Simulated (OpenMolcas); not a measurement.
## Nb4+: moving or changing the point charges

Nb4+ among 6 point charges of -1.5 e arranged as a trigonal prism (D3h), 2.1 Å from the ion, with a polar angle of 44.7° against the regular 49.1°.
```
   1.4766    0.0000    1.4932  -1.50
  -0.7383    1.2788    1.4932  -1.50
  -0.7383   -1.2788    1.4932  -1.50
   1.4766    0.0000   -1.4932  -1.50
  -0.7383    1.2788   -1.4932  -1.50
  -0.7383   -1.2788   -1.4932  -1.50
```

```yaml
Program: OpenMolcas
Method: CASSCF
Basis: ANO-RCC-VTZP [7s6p4d2f1g]
Scalar_Hamiltonian: DKH2, point nucleus
Active_space: 1 electron in 5 orbitals (4d)
State_averaging: 2S+1 = 2 even, 5 roots
Spin-orbit_coupling: state interaction with AMFI integrals over the reference wave functions
```

Runs around this geometry, states (labels of D3, the rotations of D3h). Energies in cm-1 above the lowest state or level, χT in cm3 K/mol.

```csv
R (Å),q (e),Polar angle / regular,Ground state,First state of that spin,First gap with spin-orbit (degeneracies),χT at 300 K
2.1,-1.5,0.84,2E,2A1 11869,"1370 (2, 2)",0.200
2.1,-0.75,0.91,2E,2A1 4800,"1496 (2, 2)",0.197
1.94,-1.5,0.91,2E,2A1 9106,"1318 (2, 2)",0.198
2.1,-1.5,0.91,2E,2A1 8608,"1391 (2, 2)",0.198
2.23,-1.5,0.91,2E,2A1 7744,"1427 (2, 2)",0.198
```

Taking the first state of the same spin as R^-n, n = -ln(7744 / 9106) / ln(2.23 / 1.94) = 1.2 between the shortest and longest distance.

Scaling the charges by -0.75 / -1.5 = 0.50 scales the first state of the same spin by 4800 / 8608 = 0.56; with fixed orbitals a first-order splitting would follow the charge.

An orbital doublet at a regular site is open to a Jahn-Teller distortion, which this geometry leaves out. This is an electrostatic model: the charges have no orbitals. No measured value stands beside these numbers.
